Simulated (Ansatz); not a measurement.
Two isomers of CH7NSSi2: A = `[SiH3][SiH]1NCS1`, B = `C[Si@@H]1S[Si@@H]1N`.

Gas-phase electronic energies from Ansatz, PBE0-D4/def2-TZVP geometries. CCSD(T)/CBS adds triple-zeta CCSD(T) − MP2 to the extrapolated MP2 energy (def2 sets, frozen cores). DFT in def2-TZVPP. B3LYP here is the variant with VWN-RPA as its local correlation; programs differ in this. Each species was taken in one conformer, which may not be the lowest.

A:

```xyz
12

Si   -0.326    1.914    1.025
Si    0.658   -0.169    0.570
N    -0.361   -1.404   -0.071
C     0.098   -1.444   -1.449
S     1.575   -0.334   -1.358
H    -1.161    1.855    2.259
H     0.731    2.943    1.229
H    -1.191    2.323   -0.113
H     1.505   -0.571    1.730
H    -1.321   -1.637    0.118
H     0.412   -2.441   -1.773
H    -0.618   -1.036   -2.168
```

B:

```xyz
12

C     0.412    0.258    2.053
Si    0.714    0.924    0.335
S    -1.016    1.715   -0.690
Si   -0.060   -0.033   -1.539
N    -0.854   -1.543   -1.598
H     1.287   -0.297    2.403
H     0.228    1.080    2.749
H    -0.453   -0.406    2.068
H     1.890    1.832    0.319
H     0.488    0.214   -2.891
H    -1.351   -1.811   -2.433
H    -1.285   -1.932   -0.775
```

Problem. Which isomer does CCSD(T)/CBS put lower? Give the gap. (An estimate is asked.)

Solution. Computed: B, by 170.4 kJ/mol.

Problem. Give E(B) − E(A) in kJ/mol with B2PLYP, B3LYP, PBE0-D4, B3LYP-D4, MP2/def2-TZVPP, HF/def2-TZVPP, ωB97M-V. (Estimate.)

Solution. Ansatz gave: B2PLYP -168.8, B3LYP -165.0, PBE0-D4 -169.3, B3LYP-D4 -163.5, MP2/def2-TZVPP -175.9, HF/def2-TZVPP -151.7, ωB97M-V -169.2. None reverses the order clearly.

Largest T1 diagnostic: 0.012.

In def2-TZVPP, CCSD(T) changes the Hartree–Fock value by −12.5 kJ/mol (the triples alone add −2.6 kJ/mol) and MP2 by −24.2 kJ/mol.
